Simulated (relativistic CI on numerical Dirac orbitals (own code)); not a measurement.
Sensitivity of the levels of Kr⁹⁺ to α and to the nuclear radius

These numbers are calculated, not measured: Dirac-Coulomb-Breit CI, orbitals from a KLI potential per configuration, derivatives by finite differences, unscaled Slater integrals, QED left out (own radial code, finite nucleus).

Configuration list (outside the closed core [Ne]): 3s2.3p6.3d9, 3s2.3p5.3d10, 3s2.3p6.3d8.4s, 3s.3p6.3d10, 3s2.3p6.3d8.4p, 3s2.3p6.3d7.4s2, 3s2.3p6.3d8.4d, 3s2.3p6.3d7.4s.4p. Levels of other configurations are missing.

With x = (α/α₀)² − 1 an excitation energy changes as ω = ω₀ + qx; K = 2q/ω₀ is the relative enhancement. Terms are leading LS components, so labels can repeat. The field-shift factor is F = δν/δ⟨r²⟩ for the transition from the lowest level.

Lowest level 3s2.3p6.3d9 2D_5/2.

| Level | ω₀ (cm⁻¹) | q (cm⁻¹) | K | F (GHz/fm²) |
| --- | --- | --- | --- | --- |
| 3s2.3p6.3d9 2D_3/2 | 10259 | 10150 | 1.98 | 0.0555 |
| 3s2.3p6.3d8.4s 4F_9/2 | 783711 | -33580 | -0.0857 | 16.8 |
| 3s2.3p6.3d8.4s 4F_7/2 | 788731 | -30350 | -0.077 | 16.7 |
| 3s2.3p6.3d8.4s 4F_5/2 | 794480 | -23510 | -0.0592 | 16.8 |
| 3s2.3p6.3d8.4s 4F_3/2 | 797638 | -21490 | -0.0539 | 16.8 |
| 3s2.3p6.3d8.4s 2F_7/2 | 799151 | -27210 | -0.0681 | 16.5 |
| 3s2.3p6.3d8.4s 2F_5/2 | 806730 | -23590 | -0.0585 | 16.5 |
| 3s2.3p6.3d8.4s 4P_5/2 | 821137 | -30550 | -0.0744 | 16.8 |
| 3s2.3p6.3d8.4s 2D_3/2 | 824010 | -29220 | -0.0709 | 16.7 |
| 3s2.3p6.3d8.4s 4P_1/2 | 830980 | -24430 | -0.0588 | 16.9 |
| 3s2.3p6.3d8.4s 4P_3/2 | 831148 | -22960 | -0.0553 | 16.8 |
| 3s2.3p6.3d8.4s 2D_5/2 | 833126 | -19400 | -0.0466 | 16.8 |
| 3s2.3p6.3d8.4s 2P_3/2 | 840855 | -23020 | -0.0548 | 16.6 |
| 3s2.3p6.3d8.4s 2P_1/2 | 842532 | -23950 | -0.0569 | 16.6 |
| 3s2.3p6.3d8.4s 2G_9/2 | 843768 | -26210 | -0.0621 | 16.8 |
| 3s2.3p6.3d8.4s 2G_7/2 | 843876 | -26050 | -0.0618 | 16.8 |
| 3s2.3p6.3d8.4s 2S_1/2 | 918523 | -23580 | -0.0513 | 16.9 |
| 3s2.3p6.3d8.4p 4D°_7/2 | 941650 | -26360 | -0.056 | 3.08 |
| 3s2.3p6.3d8.4p 4G°_9/2 | 947386 | -27780 | -0.0586 | 3.09 |
| 3s2.3p6.3d8.4p 4D°_5/2 | 951268 | -16580 | -0.0349 | 3.09 |
| 3s2.3p6.3d8.4p 4G°_7/2 | 954230 | -18630 | -0.039 | 3.12 |
| 3s2.3p6.3d8.4p 4G°_11/2 | 955741 | -15370 | -0.0322 | 3 |
| 3s2.3p6.3d8.4p 4G°_5/2 | 957894 | -16500 | -0.0344 | 3.14 |

At this charge energies of transitions that change n are usually good to better than 1 %, and those within a shell (Δn = 0) to a few per cent.
